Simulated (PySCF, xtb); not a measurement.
Ge(OH)3(PH2) (GeH5O3P), SMILES [OH][Ge]([OH])([OH])[PH2]. Other conformers were not sampled.

Harmonic wavenumbers (cm⁻¹) from GFN2-xTB (xtb) at its own minimum, in rising order: 61, 96, 109, 144, 175, 203, 220, 230, 291, 359, 523, 536, 545, 709, 726, 779, 793, 815, 1111, 2268, 2335, 3648, 3653, 3672.

Question: What does PBE-D3(BJ)/def2-SVP in PySCF 2.14.0 give at its own minimum? (The exact figures need the calculation; the answer reports its results.)

Answer: 53, 87, 131, 153, 182, 207, 237, 254, 307, 358, 630, 661, 675, 687, 701, 862, 890, 901, 1046, 2322, 2340, 3706, 3709, 3729. Paired by order, the mean absolute difference is 45 cm⁻¹ and the zero-point energies are 34.3 and 35.5 kcal/mol.
